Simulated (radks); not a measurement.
The numbers below are computed, except where a source is named.
Mean orbital radii <r> (bohr) of the rubidium ion Rb+, [Kr], at several levels of relativity; Dirac values are averaged over j with weights 2j + 1. Spin-unpolarised spherical Kohn-Sham, LDA (Slater exchange, Perdew-Wang correlation), point nucleus unless stated (finite: rms radius 4.2036 fm), a radial shooting solver on a logarithmic mesh with Libxc functionals. A level marked "c x" has the speed of light scaled by that factor and shares open shells by 2j + 1; other Dirac levels either fill j = l - 1/2 first or share by 2j + 1.

shell  non-rel.  Dirac, 2j+1 shares  Dirac, c x 1.25  Dirac, c x 1.5  change of magnitude, last against first (%)
1s      0.04134             0.04034          0.04070         0.04090                                        -1.06
2s       0.1825              0.1778           0.1795          0.1804                                        -1.13
2p       0.1570              0.1551           0.1558          0.1562                                        -0.54
3s       0.5230              0.5115           0.5157          0.5179                                        -0.97
3p       0.5243              0.5194           0.5212          0.5221                                        -0.42
3d       0.5240              0.5258           0.5251          0.5247                                        +0.15
4s        1.479               1.451            1.461           1.467                                        -0.85
4p        1.720               1.713            1.716           1.717                                        -0.18
